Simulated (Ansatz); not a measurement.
One change: `[CH3][V](=[NH])([F])[F]` becomes `[NH]=[V]([F])([F])[F]`.

Ansatz, PBE0-D4/def2-TZVP geometries, multiplicity 1. Each molecule was computed in one conformer, which needn't be the lowest.

Scalar relativity is left out up to krypton.

```csv
property,`[CH3][V](=[NH])([F])[F]`
HOMO energy (PBE/def2-TZVPP) / eV,-7.34
HOMO–LUMO gap (PBE/def2-TZVPP) / eV,3.47
size of the dipole moment (ωB97M-V/def2-TZVPP) / D,2.23
LUMO energy (PBE/def2-TZVPP) / eV,-3.87
HOMO energy (B3LYP/def2-TZVPP) / eV,-8.59
HOMO–LUMO gap (B3LYP/def2-TZVPP) / eV,5.53
```

**Question.** What does the change do to each property? (Estimate.)

**Answer.** Computed: 
```tsv
property	`[NH]=[V]([F])([F])[F]`	shift
HOMO energy (PBE/def2-TZVPP) / eV	-7.98	-0.64
HOMO–LUMO gap (PBE/def2-TZVPP) / eV	3.83	0.36
size of the dipole moment (ωB97M-V/def2-TZVPP) / D	2.52	0.29
LUMO energy (PBE/def2-TZVPP) / eV	-4.16	-0.29
HOMO energy (B3LYP/def2-TZVPP) / eV	-9.37	-0.78
HOMO–LUMO gap (B3LYP/def2-TZVPP) / eV	5.78	0.25
```

With PBE0 the HOMO falls by 0.78 eV and the LUMO falls by 0.53 eV, so the gap widens by about 0.25 eV. PBE moves the HOMO by -0.64 eV and ωB97M-V by -0.79 eV. The zero-point energy changes by -86.5 kJ/mol with -9 modes. Dipoles are sizes alone; their direction can turn.

B3LYP here is the variant with VWN-RPA as its local correlation; programs differ in this.
